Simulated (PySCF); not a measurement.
Compound: (MeSi)4CH26 adamantane, C10H24Si4.
Geometry (PBE0-D3(BJ)/def2-SVP, Å), atoms numbered from 1 in this order:
```
atom  x, y, z in Å
Si1    0.946   -0.669    1.530
C2     1.877   -1.323    3.030
C3     0.605    1.180    1.705
Si4   -0.325    1.881    0.219
C5    -0.640    3.724    0.433
C6    -1.949    0.934    0.048
Si7   -1.679   -0.922   -0.166
C8    -3.321   -1.827   -0.329
C9    -0.709   -1.552    1.326
C10   -0.615   -1.176   -1.705
Si11   1.047   -0.289   -1.580
C12    2.076   -0.574   -3.130
C13    1.945   -0.934   -0.049
C14    0.708    1.550   -1.326
H15    1.287   -1.191    3.951
H16    2.833   -0.791    3.162
H17    2.098   -2.397    2.920
H18    1.560    1.721    1.829
H19    0.016    1.358    2.623
H20   -1.186    4.135   -0.432
H21   -1.239    3.921    1.336
H22    0.309    4.277    0.528
H23   -2.510    1.323   -0.821
H24   -2.577    1.117    0.938
H25   -3.893   -1.456   -1.194
H26   -3.162   -2.909   -0.467
H27   -3.940   -1.688    0.572
H28   -1.313   -1.416    2.241
H29   -0.534   -2.637    1.218
H30   -1.160   -0.806   -2.591
H31   -0.446   -2.257   -1.863
H32    2.278   -1.647   -3.278
H33    3.044   -0.052   -3.062
H34    1.553   -0.201   -4.025
H35    2.154   -2.012   -0.175
H36    2.922   -0.426    0.042
H37    1.667    2.094   -1.248
H38    0.184    1.953   -2.211
```

Definitions: NICS(0) = −σiso at the ring centroid; NICS(1) = −σiso and NICS(1)zz = −σzz at ±1 Å along the ring normal z. Level: GIAO PBE0/pcSseg-1 (PySCF, non-relativistic, gas phase) on the PBE0-D3(BJ)/def2-SVP geometry, one conformer.

Ring bond lengths (Å), with Mayer bond orders in brackets: Si1–C3 1.888 (0.93), C3–Si4 1.888 (0.93), Si4–C6 1.888 (0.93), C6–Si7 1.888 (0.93), Si7–C9 1.888 (0.93), C9–Si1 1.888 (0.93); Si1–C3 1.888 (0.93), C3–Si4 1.888 (0.93), Si4–C14 1.887 (0.93), C14–Si11 1.888 (0.93), Si11–C13 1.888 (0.93), C13–Si1 1.887 (0.93); Si1–C9 1.888 (0.93), C9–Si7 1.888 (0.93), Si7–C10 1.888 (0.93), C10–Si11 1.888 (0.93), Si11–C13 1.888 (0.93), C13–Si1 1.887 (0.93).

Task: What do the NICS probes read (ppm)?

Result: 
```json
{"ring": "Si1–C3–Si4–C6–Si7–C9", "type": "6-membered ring with 3 Si", "NICS(0)": "-2.6", "NICS(1), two faces": "-2.4 / -2.0", "NICS(1)zz, two faces": "3.6 / -2.7", "rms pucker (Å)": "0.30", "centre to ring atoms, mean (Å)": "1.81"}
{"ring": "Si1–C3–Si4–C14–Si11–C13", "type": "6-membered ring with 3 Si", "NICS(0)": "-2.6", "NICS(1), two faces": "-2.0 / -2.4", "NICS(1)zz, two faces": "-2.7 / 3.6", "rms pucker (Å)": "0.30", "centre to ring atoms, mean (Å)": "1.81"}
{"ring": "Si1–C9–Si7–C10–Si11–C13", "type": "6-membered ring with 3 Si", "NICS(0)": "-2.6", "NICS(1), two faces": "-2.0 / -2.4", "NICS(1)zz, two faces": "-2.7 / 3.6", "rms pucker (Å)": "0.30", "centre to ring atoms, mean (Å)": "1.81"}
```

Task: What do they say, and how far can they be read as aromaticity?

Result: 
- Si1–C3–Si4–C6–Si7–C9: mean NICS(1)zz 0.4 ppm, near zero. Si1, C3, Si4, C6, Si7, C9 have four or more neighbours; no verdict on aromaticity is drawn. The two faces differ by 6.3 ppm, so no symmetry operation interchanges them.
- Si1–C3–Si4–C14–Si11–C13: mean NICS(1)zz 0.4 ppm, near zero. Si1, C3, Si4, Si11, C13, C14 have four or more neighbours, so the value isn't read as a sign of a π ring current. The two faces differ by 6.3 ppm, so no symmetry operation interchanges them.
- Si1–C9–Si7–C10–Si11–C13: mean NICS(1)zz 0.4 ppm, near zero. Si1, Si7, C9, C10, Si11, C13 have four or more neighbours, and the NICS criterion for π rings isn't applied. The two faces differ by 6.3 ppm, so no symmetry operation interchanges them.

Task: List the ring angles and the Hirshfeld charges of the ring atoms.

Result: 
- Si1–C3–Si4–C6–Si7–C9: Si1 108.0° (+0.385 e), C3 112.3° (-0.258 e), Si4 108.0° (+0.385 e), C6 112.3° (-0.258 e), Si7 108.2° (+0.385 e), C9 112.3° (-0.258 e); sum 661.2° against 720° for a flat convex ring.
- Si1–C3–Si4–C14–Si11–C13: Si1 108.1° (+0.385 e), C3 112.3° (-0.258 e), Si4 108.0° (+0.385 e), C14 112.3° (-0.258 e), Si11 108.0° (+0.385 e), C13 112.3° (-0.258 e); sum 661.0° against 720° for a flat convex ring.
- Si1–C9–Si7–C10–Si11–C13: Si1 107.9° (+0.385 e), C9 112.3° (-0.258 e), Si7 108.1° (+0.385 e), C10 112.3° (-0.258 e), Si11 108.2° (+0.385 e), C13 112.3° (-0.258 e); sum 661.0° against 720° for a flat convex ring.

Task: How shielded are the nuclei of the rings and their hydrogens (means over atoms taken as equivalent)?

Result: 
```json
{"atoms": "Si1 (×4)", "environment": "silicon bonded to 4 C", "σ isotropic (ppm)": "352.3"}
{"atoms": "C3 (×6)", "environment": "carbon bonded to 2 Si and 2 H", "σ isotropic (ppm)": "180.9"}
{"atoms": "H18 (×12)", "environment": "hydrogen on carbon", "σ isotropic (ppm)": "31.76"}
```

Task: How do the values depend on the level or the medium?

Result: 
```
                level  NICS(0), Si1–C3–Si4–C6–Si7–C9  mean NICS(1)zz, Si1–C3–Si4–C6–Si7–C9  NICS(0), Si1–C3–Si4–C14–Si11–C13  mean NICS(1)zz, Si1–C3–Si4–C14–Si11–C13  NICS(0), Si1–C9–Si7–C10–Si11–C13  mean NICS(1)zz, Si1–C9–Si7–C10–Si11–C13
   PBE0/pcSseg-1, gas                           -2.6                                   0.4                              -2.6                                      0.4                              -2.6                                      0.4
wB97X-D/pcSseg-1, gas                           -2.5                                   0.6                              -2.5                                      0.6                              -2.5                                      0.6
```

The geometry is the same throughout.
